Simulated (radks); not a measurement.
Effect of the nuclear size on the calcium ion Ca2+, [Ar]. Method: Dirac Kohn-Sham, relativistic LDA (MacDonald-Vosko exchange, VWN5 correlation), spin-unpolarised, spherical densities, finite nucleus; Fermi nuclear charge, rms radius 3.4776 fm; computed with a radial shooting solver on a logarithmic mesh with Libxc functionals. The rms radius is varied about that value; shifts are against it.

rms radius (fm)  total energy shift (eV)  density at nucleus (e/bohr^3)  1s1/2 shift (meV)  2s1/2 shift (meV)
2.8586                          -0.00971                           6130              -4.09             -0.325
3.1959                          -0.00465                           6112              -1.96             -0.156
3.4776                                 0                           6099              0.000              0.000
3.7141                           0.00420                           6089               1.77              0.141
4.0305                            0.0102                           6076               4.31              0.343

Slopes of the eigenvalues against <r^2> in GHz/fm^2, as finite differences over the two radii next to the reference (eigenvalue slopes, not the field-shift constants of lines): 1s1/2 252, 2s1/2 20.0.
